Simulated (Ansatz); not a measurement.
Compare A (`CBOC`) with its isomer B (`BCOC`).

Isolated molecules relaxed with PBE0-D4/def2-TZVP in Ansatz; ΔE leaves out vibrations. CBS: MP2 limit from def2 TZ/QZ plus the TZ coupled-cluster correction, frozen cores. DFT in def2-TZVPP. B3LYP here is the variant with VWN-RPA as its local correlation; programs differ in this. One conformer a species, not always the lowest.

A:

Z-matrix (Å, degrees):
```
C
B 1 1.560
H 1 1.091 2 113.4
H 1 1.096 2 110.3 3 122.2
H 1 1.096 2 110.1 3 -121.9
O 2 1.348 1 119.6 3 0.7
H 2 1.208 1 122.0 3 -179.3
C 6 1.411 2 122.3 1 179.9
H 8 1.094 6 111.4 2 0.3
H 8 1.092 6 109.0 2 121.1
H 8 1.092 6 109.1 2 -120.5
```

B:

Z-matrix (Å, degrees):
```
C
O 1 1.402
B 1 1.546 2 115.0
H 1 1.110 2 111.1 3 122.7
H 1 1.109 2 111.1 3 -122.8
C 2 1.400 1 112.7 3 -180.0
H 3 1.194 1 122.2 2 0.0
H 3 1.197 1 117.6 2 -180.0
H 6 1.090 2 107.7 1 -180.0
H 6 1.100 2 111.5 1 -60.5
H 6 1.100 2 111.5 1 60.5
```

Task: Which is lower in electronic energy at CCSD(T)/CBS, and by how much? (Estimate.)

Result: Ansatz gave: A, by 240.6 kJ/mol.

Task: Give E(B) − E(A) in kJ/mol with CCSD(T)/def2-TZVPP, B3LYP-D4, CCSD/def2-TZVPP, CCSD(T)/def2-SVP, BLYP-D4, PBE0-D4, ωB97M-V. (Best estimate.)

Result: Ansatz gave: CCSD(T)/def2-TZVPP 239.8, B3LYP-D4 237.5, CCSD/def2-TZVPP 238.6, CCSD(T)/def2-SVP 249.0, BLYP-D4 235.8, PBE0-D4 237.1, ωB97M-V 238.3. None reverses the order clearly.

Task: Does the order hold for the free energy at 298.15 K (harmonic terms from PBE0-D4)? (An estimate is asked.)

Result: The calculation gave: Yes: G(B) − G(A) = +234.8 kJ/mol, for one conformer each.

Largest T1 diagnostic: 0.012.

At CCSD(T), def2-SVP lies +8.4 kJ/mol from the extrapolated value and def2-TZVPP −0.8 kJ/mol. In def2-TZVPP, CCSD(T) changes the Hartree–Fock value by +8.3 kJ/mol (the triples alone add +1.2 kJ/mol) and MP2 by +13.4 kJ/mol.
